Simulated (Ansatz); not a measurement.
`OCBO[SiH3]`, relaxed with RKS PBE-D4/def2-SVP in the Gaussian-basis code of Ansatz from a rough embedded geometry. The force threshold is 0.03 eV/Å; the program also tests the step.

The species carries charge 0 and has multiplicity 1.

Start:

```xyz
12

O    -0.111    1.556   -2.083
C     0.400    0.859   -1.065
B    -0.731   -0.087   -0.462
O    -1.117   -0.046    0.915
Si   -0.186   -1.089    1.838
H     0.569    2.171   -2.476
H     1.262    0.216   -1.443
H     0.764    1.501   -0.285
H    -1.203   -0.895   -1.200
H    -0.380   -2.450    1.341
H     1.266   -0.719    1.690
H    -0.532   -1.018    3.230
```

```
step  energy (eV)  largest force (eV/Å)  largest move (Å)
   1  -13781.4837                 3.284             0.000
   2  -13781.8862                 1.089             0.130
   3  -13782.0122                 0.499             0.157
   4  -13782.0767                 0.699             0.141
   5  -13782.1710                 0.371             0.200
   6  -13782.2281                 0.083             0.200
   7  -13782.2546                 0.119             0.200
   8  -13782.2637                 0.253             0.174
   9  -13782.2684                 0.312             0.097
  10  -13782.3235                 0.224             0.200
  11  -13782.3538                 0.421             0.195
  12  -13782.3593                 0.672             0.180
  13  -13782.3935                 0.213             0.176
  14  -13782.3973                 0.046             0.040
  15  -13782.3985                 0.050             0.036
  16  -13782.3991                 0.026             0.036
  17  -13782.3993                 0.032             0.039
  18  -13782.3994                 0.050             0.028
  19  -13782.3996                 0.023             0.007
```

End:

```xyz
12

O    -0.279    1.292   -2.508
C     0.328    1.199   -1.229
B    -0.221   -0.038   -0.417
O     0.239   -0.224    0.856
Si   -0.121   -1.420    2.004
H     0.101    2.065   -2.961
H     1.446    1.083   -1.278
H     0.173    2.115   -0.596
H    -1.033   -0.822   -0.896
H    -1.101   -2.412    1.440
H     1.165   -2.099    2.375
H    -0.697   -0.739    3.211
```

Hardware: 4 threads of an Arm Neoverse V1 on a shared host. Wall time 24 s, peak host memory 0.16 GiB.
